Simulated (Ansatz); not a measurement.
C₆H₁₂F₃NO₂⁻, that is tetramethylammonium trifluoroacetate with one electron more, relaxed as a doublet with UKS PBE0-D4/def2-SVP in Ansatz, starting from the PBE0-D4/def2-SVP geometry of the neutral singlet. Force threshold 0.03 eV/Å.

The highest occupied level of the relaxed charge -1 doublet lies above zero (up to 2.75 eV). By energy differences it is unbound by 0.89 eV (each at its own geometry, against the charge 0 singlet, at PBE0-D4/def2-TZVP) and held by the finite basis.

Start:

Cartesian coordinates in Å:
```
C 1.206 1.083 0.469
N 1.011 -0.320 0.946
C -0.352 -0.449 1.546
C 2.039 -0.666 1.953
C 1.114 -1.232 -0.233
H 1.026 1.767 1.308
H 2.240 1.187 0.113
H 0.498 1.243 -0.366
H -1.122 -0.206 0.775
H -0.474 -1.481 1.897
H -0.419 0.243 2.396
H 3.036 -0.571 1.504
H 1.950 0.018 2.807
H 1.880 -1.698 2.290
H 2.145 -1.199 -0.608
H 0.419 -0.846 -1.002
H 0.859 -2.250 0.086
O -0.614 0.617 -1.862
C -1.830 0.526 -1.587
O -2.375 0.170 -0.534
C -2.817 0.922 -2.715
F -3.671 -0.075 -2.974
F -3.544 1.987 -2.351
F -2.206 1.230 -3.858
```

Problem. Estimate the energy that the relaxation releases and the steps that it takes.

Solution. 4.9 kcal/mol, in 6 steps; 76 s on 6 threads of Arm Neoverse N1 on a shared host. No frequencies were taken in this run, so the end may be a saddle point.

Problem. Does the start keep its bonding and symmetry?

Solution. By distances, no bond broke or formed. The bond that changes most is N2–C4, from 1.48 to 1.51 Å (atoms count from 1).

Problem. Predict the relaxed structure.

Solution. 
Cartesian coordinates in Å:
```
C 1.283 1.061 0.513
N 1.068 -0.337 0.987
C -0.307 -0.460 1.552
C 2.090 -0.688 2.043
C 1.204 -1.254 -0.181
H 1.140 1.720 1.392
H 2.332 1.108 0.153
H 0.561 1.249 -0.298
H -1.052 -0.209 0.773
H -0.406 -1.508 1.898
H -0.352 0.236 2.413
H 3.084 -0.574 1.545
H 1.927 0.041 2.871
H 1.866 -1.741 2.337
H 2.254 -1.162 -0.527
H 0.488 -0.918 -0.949
H 1.001 -2.277 0.192
O -0.769 0.653 -1.993
C -1.972 0.571 -1.695
O -2.539 0.237 -0.646
C -2.971 0.966 -2.825
F -3.842 -0.024 -3.088
F -3.706 2.039 -2.477
F -2.383 1.272 -3.989
```
Bond lengths: 4 × C–N 1.49 to 1.51 Å; 3 × C–F 1.34 to 1.35 Å; 2 × C–O 1.24 Å; 1 × C–C 1.56 Å; 12 × C–H 1.10 to 1.12 Å.
